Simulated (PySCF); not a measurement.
A structure optimised at PBE-D3(BJ)/def2-SVP, used in a PySCF frequency run:

```xyz
14

Si     0.7423    -0.6546     0.3913
O      2.1376     0.2719     0.1765
N     -0.7739     0.0480    -0.0984
C     -1.4007     1.1017     0.6764
C     -1.3716    -0.1756    -1.3990
H      0.7099    -0.8435     1.8751
H      0.8397    -1.9377    -0.3920
H      2.3824     0.4274    -0.7526
H     -2.4882     0.9002     0.8228
H     -1.3161     2.1049     0.1915
H     -0.9356     1.1767     1.6801
H     -1.3001     0.7167    -2.0693
H     -2.4558    -0.4230    -1.3073
H     -0.8791    -1.0251    -1.9136
```
Charge 0, spin multiplicity 1.

### Question
Write its SMILES and formula.

### Answer
CN(C)[SiH2]O, C2H9NOSi

### Question
What are its rotational constants (standard atomic weights)?

### Answer
6.2161, 2.4707, 2.1593 GHz
